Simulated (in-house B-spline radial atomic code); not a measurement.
**B3LYP (VWN-RPA) excitations of Kr6+**

Method: B3LYP (VWN-RPA). Computed with a B-spline radial code for spherical atoms: linear response of the closed shell [Ar] 3d10 4s2 with the functional's adiabatic kernel; scalar-relativistic (spin-free one-electron X2C), finite nucleus, no spin-orbit coupling, no double excitations, S, P, D and F terms only; shells from n = 2 respond. Only terms of natural parity with L up to 3 were computed.

Command:
```bash
python run_td.py task.json out
```
Settings (radii: box in bohr, nucleus in fm):
```
Z                        36
electrons                30
configuration            [Ar] 3d10 4s2
hamiltonian              x2c
method                   b3lyp
box_radius               14.35
rms_radius               4.1884
intervals                70
```

Time taken, with all properties: 0.9 s on 1 thread of AMD EPYC 9R14 (Zen 4) (shared host).

The lowest states, in the order of their Tamm-Dancoff energies; the method's threshold (minus the highest occupied level) is 103.83 eV. Labels give the largest channel, * marks a mixed state, and oscillator strengths are full-response dipole values. Semilocal kernels can invert the small singlet-triplet splittings of Rydberg terms. Energies in eV:

| state | full response | Tamm-Dancoff | oscillator strength |
| --- | --- | --- | --- |
| 4s → 4p 3P | 15.328 | 15.514 | - |
| 4s → 4p 1P | ? | ? | ? |
| 4s → 4d 3D | 42.30 | 42.34 | - |
| 4s → 4d 1D | 44.77 | 44.80 | - |
| 4s → 5s 3S | 53.86 | 53.87 | - |
| 4s → 5s 1S | ? | ? | - |
| 4s → 5p 3P | 60.57 | 60.57 | - |
| 4s → 5p 1P | 61.24 | 61.30 | 0.0883 |
| 4s → 4f 3F | 63.97 | 63.99 | - |
| 4s → 4f 1F | 64.99 | 65.00 | - |

Q: Where does 4s → 4p 1P lie?

A: At 21.667 eV in full response, 22.406 eV in Tamm-Dancoff, oscillator strength 1.55.

Q: Where does 4s → 5s 1S lie?

A: At 55.27 eV in full response, 55.31 eV in Tamm-Dancoff.

Q: How large is the singlet-triplet splitting of 4s → 4p (P terms) in Tamm-Dancoff?

A: 6.89 eV, from the unrounded values.

Q: What polarisabilities and dispersion coefficient does the method give?

A: Dipole 2.702 bohr³, quadrupole 3.026 bohr⁵, C6 5.215 hartree·bohr⁶ for two such species.
